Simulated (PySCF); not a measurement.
Se(Cl)(NH2) (ClH2NSe), SMILES [Se](N)Cl. Atoms are numbered in the order given.

```xyz
5

Se     0.4512    -0.4477     0.0000
Cl    -0.2902     1.6641     0.0000
N     -1.0324    -1.4615     0.0000
H     -1.5903    -1.4199     0.8415
H     -1.5903    -1.4199    -0.8415
```
Charge 0, spin multiplicity 1.

Geometry optimised at B3LYP-D3(BJ)/def2-TZVP. Other conformers were not sampled.

Computed with KT2/pcSseg-2 (PySCF).

GIAO shieldings, no solvent; atoms alike by connectivity are averaged. δ = σ(ref) − σ: ⁷⁷Se against Me2Se (σ = 1704.9 ppm); ³⁵Cl against HCl (σ = 945.0 ppm); ¹⁵N against NH3 (σ = 261.9 ppm); ¹H against TMS (σ = 31.47 ppm), references at their B3LYP-D3(BJ)/def2-TZVP geometries, non-relativistic (without spin–orbit terms, shifts of atoms bonded to Cl or Br come out too high).

```tsv
nucleus	atoms	count	δ (ppm)
⁷⁷Se	Se1	1	1494.9
³⁵Cl	Cl2	1	225.1
¹⁵N	N3	1	92.2
¹H	H4, H5	2	4.45
```
